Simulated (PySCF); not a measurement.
Input file for PySCF: R-HF/3-21G on HISi (SMILES [SiH]I), a point of a bond scan (R = 1.675 Å).

```python
from pyscf import gto, scf, dft, mp
from pyscf.data.elements import chemcore

mol = gto.M(
    atom='''
    Si   -1.12141345   -0.93268242    1.27808734
    H    -2.19145844   -1.43165761    0.09036959
    I     0.33573528    0.27252548   -0.34135031
    ''',
    basis='3-21g',
    charge=0, spin=0, verbose=3, max_memory=1800)
mf = scf.RHF(mol)
mf.conv_tol = 1e-8
mf.max_cycle = 100
mf.kernel()
if not mf.converged:
    mf = mf.newton().run(mf.mo_coeff, mf.mo_occ)
```

Output:

```
converged SCF energy = -7175.25697630132
```

Self-consistency was reached.

Cost: very roughly 0.4 core-seconds.
